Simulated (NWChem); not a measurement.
The numbers come from NWChem runs, not from measurements. System: H$_{3}$BS, charge 0, spin multiplicity 1, at a geometry optimised with PBE/def2-SVP. The structure started from a generated list of species. Level: G0W0@PBE0/def2-TZVPP, RI basis def2-tzvpp-rifit.

Input file:

```
start mol
memory heap 200 mb stack 700 mb global 1700 mb
geometry units angstroms nocenter noautoz
  B      0.802598     0.919403     0.000000
  H      0.366469     2.050711     0.000000
  H      1.988203     0.670954     0.000000
  S     -0.423107    -0.366555     0.000000
  H      0.402052    -1.453794     0.000000
  symmetry group Cs
end
basis spherical
  * library def2-tzvpp
end
basis "ri basis" bse spherical
  * library def2-tzvpp-rifit
end
dft
  xc pbe0
  iterations 100
  direct
  tolerances tight
end
task dft energy
gw
  states alpha occ 4 vir 2
end
task dft gw
```

Output (cleaned and shortened):

```
             Northwest Computational Chemistry Package (NWChem) 7.3.0
             --------------------------------------------------------

                                NWChem Input Module
                                -------------------

 Scaling coordinates for geometry "geometry" by  1.889725989
 (inverse scale =  0.529177249)

 Turning off AUTOSYM since
 SYMMETRY directive was detected!

                             Geometry "geometry" -> ""
                             -------------------------

 Output coordinates in angstroms (scale by  1.889725989 to convert to a.u.)

  No.       Tag          Charge          X              Y              Z
 ---- ---------------- ---------- -------------- -------------- --------------
    1 B                    5.0000     0.80259800     0.91940300     0.00000000
    2 H                    1.0000     0.36646900     2.05071100     0.00000000
    3 H                    1.0000     1.98820300     0.67095400     0.00000000
    4 S                   16.0000    -0.42310700    -0.36655500     0.00000000
    5 H                    1.0000     0.40205200    -1.45379400     0.00000000

 Effective nuclear repulsion energy (a.u.)      42.6528598445

            Nuclear Dipole moment (a.u.)
            ----------------------------
        X                 Y               Z
 ---------------- ---------------- ----------------
     0.0000037795     0.0000113384     0.0000000000

      Symmetry information
      --------------------

 Group name             Cs
 Group number              2
 Group order               2
 No. of unique centers     5

      Symmetry unique atoms

     1    2    3    4    5


 Summary of "ao basis" -> "" (spherical)
 ------------------------------------------------------------------------------
       Tag                 Description            Shells   Functions and Types
 ---------------- ------------------------------  ------  ---------------------
 *                         def2-tzvpp                 on all atoms

 new library libraries.bse/

 Summary of "ri basis" -> "" (spherical)
 ------------------------------------------------------------------------------
       Tag                 Description            Shells   Functions and Types
 ---------------- ------------------------------  ------  ---------------------
 *                      def2-tzvpp-rifit              on all atoms

                                 NWChem DFT Module
                                 -----------------

 Summary of "ao basis" -> "ao basis" (spherical)
 ------------------------------------------------------------------------------
       Tag                 Description            Shells   Functions and Types
 ---------------- ------------------------------  ------  ---------------------
 B                         def2-tzvpp               11       31   5s3p2d1f
 H                         def2-tzvpp                6       14   3s2p1d
 S                         def2-tzvpp               14       42   5s5p3d1f

 Summary of "ao basis" -> "ao basis" (spherical)
 ------------------------------------------------------------------------------
       Tag                 Description            Shells   Functions and Types
 ---------------- ------------------------------  ------  ---------------------
 B                         def2-tzvpp               11       31   5s3p2d1f
 H                         def2-tzvpp                6       14   3s2p1d
 S                         def2-tzvpp               14       42   5s5p3d1f
[...]
  ----- ------------  ---------------      ----- ------------  ---------------
    76      0.488621  4 S  pz                79      0.305450  4 S  pz
    73      0.216895  4 S  pz                67     -0.181885  4 S  pz
     8      0.137989  1 B  pz                11      0.117780  1 B  pz
    70     -0.083555  4 S  pz                14      0.049648  1 B  pz
    93     -0.026308  4 S  d  1

 Vector   13  Occ=0.000000D+00  E=-4.945813D-02  Symmetry=a"
              MO Center=  6.1D-01,  7.0D-01,  5.8D-15, r^2= 2.9D+00
   Bfn.  Coefficient  Atom+Function         Bfn.  Coefficient  Atom+Function
  ----- ------------  ---------------      ----- ------------  ---------------
    14      0.471768  1 B  pz                79     -0.385898  4 S  pz
    11      0.380340  1 B  pz                 8      0.350136  1 B  pz
    76     -0.208362  4 S  pz                73     -0.116582  4 S  pz
    67      0.083452  4 S  pz                91      0.066129  4 S  d -1
    93     -0.043706  4 S  d  1              70      0.040531  4 S  pz

 Vector   14  Occ=0.000000D+00  E= 1.172114D-02  Symmetry=a'
              MO Center=  2.1D-01, -8.1D-01,  4.3D-15, r^2= 3.8D+00
   Bfn.  Coefficient  Atom+Function         Bfn.  Coefficient  Atom+Function
  ----- ------------  ---------------      ----- ------------  ---------------
   104      1.250874  5 H  s                 64     -1.025162  4 S  s
    78      0.693304  4 S  py                 4     -0.599144  1 B  s
    77     -0.431529  4 S  px               103      0.329482  5 H  s
    48      0.313772  3 H  s                 75      0.283441  4 S  py
    74     -0.212726  4 S  px                13     -0.182070  1 B  py

 Vector   15  Occ=0.000000D+00  E= 7.450885D-02  Symmetry=a'
              MO Center=  5.4D-01,  5.0D-01,  1.9D-15, r^2= 7.3D+00
   Bfn.  Coefficient  Atom+Function         Bfn.  Coefficient  Atom+Function
  ----- ------------  ---------------      ----- ------------  ---------------
     4      1.990362  1 B  s                 64     -1.815372  4 S  s
    13     -0.924193  1 B  py                78     -0.900027  4 S  py
    77     -0.726635  4 S  px                12     -0.706937  1 B  px
    10     -0.449368  1 B  py                 9     -0.379233  1 B  px
    74     -0.274312  4 S  px                75     -0.216069  4 S  py

 center of mass
 --------------
 x =  -0.07859038 y =  -0.01313375 z =   0.00000000

 moments of inertia (a.u.)
 ------------------
          72.927910420641         -52.073134786996           0.000000000000
         -52.073134786996          60.772358964119           0.000000000000
           0.000000000000           0.000000000000         133.700269384759

     Multipole analysis of the density
     ---------------------------------

     L   x y z        total         alpha         beta         nuclear
     -   - - -        -----         -----         ----         -------
     0   0 0 0     -0.000000    -12.000000    -12.000000     24.000000

     1   1 0 0      0.181596      0.090796      0.090796      0.000004
     1   0 1 0     -0.310027     -0.155019     -0.155019      0.000011
     1   0 0 1     -0.000000     -0.000000     -0.000000      0.000000

     2   2 0 0    -16.154233    -26.528854    -26.528854     36.903474
     2   1 1 0     -0.720829    -14.059090    -14.059090     27.397351
     2   1 0 1     -0.000000     -0.000000     -0.000000      0.000000
     2   0 2 0    -14.577910    -30.760529    -30.760529     46.943149
     2   0 1 1      0.000000      0.000000      0.000000      0.000000
     2   0 0 2    -15.994878     -7.997439     -7.997439      0.000000

 Task  times  cpu:       12.7s     wall:       12.7s

                                NWChem Input Module
                                -------------------

                                 NWChem GW Module
                                 ----------------

                             ***********************
                             ***        GW       ***
                             ***********************

 Summary of "ri basis" -> "ri basis" (spherical)
 ------------------------------------------------------------------------------
       Tag                 Description            Shells   Functions and Types
 ---------------- ------------------------------  ------  ---------------------
 B                      def2-tzvpp-rifit            22       76   8s6p4d3f1g
 H                      def2-tzvpp-rifit            10       30   4s3p2d1f
 S                      def2-tzvpp-rifit            33      123   11s8p7d5f2g

                 Memory Information
                 ------------------
          Available GA per process is          1699.9 MBs
          Available stack per process is        700.0 MBs
          Available heap per process is           0.0 MBs

          Peak memory in Initialization
              Peak GA per process is                  4.3 MBs
              Peak stack per process is               0.2 MBs
              Peak heap per process is                4.6 MBs
              Memory not in MA per process            0.0 MBs

          Peak memory in AFF Calculation
              Peak GA per process is                 17.9 MBs
              Peak stack per process is              11.7 MBs
              Peak heap per process is                0.0 MBs
              Memory not in MA per process           11.7 MBs

          Computing 2-center integrals
          Computing Inverse Cholesky factor
          Computing 3-center integrals
          Computing V_xc ...

          Computing Sigma_x
          Computing RPA polarizability
          Solving quasiparticle equations

                  Alpha Orbitals
          State     Energy (eV)     Error (eV)
          -----------------------------------
@GW         9        -14.381           0.002
@GW        10        -12.570           0.002
@GW        11        -11.705           0.002
@GW        12        -10.622           0.005
@GW        13          0.749           0.004
@GW        14          2.359           0.004

   Applying  -2.1672 eV scissor-shift to rest of particle states

   Applying   2.0951 eV scissor-shift to rest of hole states

     GW Timing Statistics
   ------------------------
   Init.   :          0.1s
     ERIs  :          1.1s
     Distr.:          0.0s
     Vxc   :          1.7s
   Sigma_x :          0.0s
   RPA     :          0.6s
   Wmn     :          0.0s
   Sigma_c :          0.0s
   GW total:          3.5s

 Task  times  cpu:        3.5s     wall:        3.5s

 Total times  cpu:       16.3s     wall:       16.3s
```
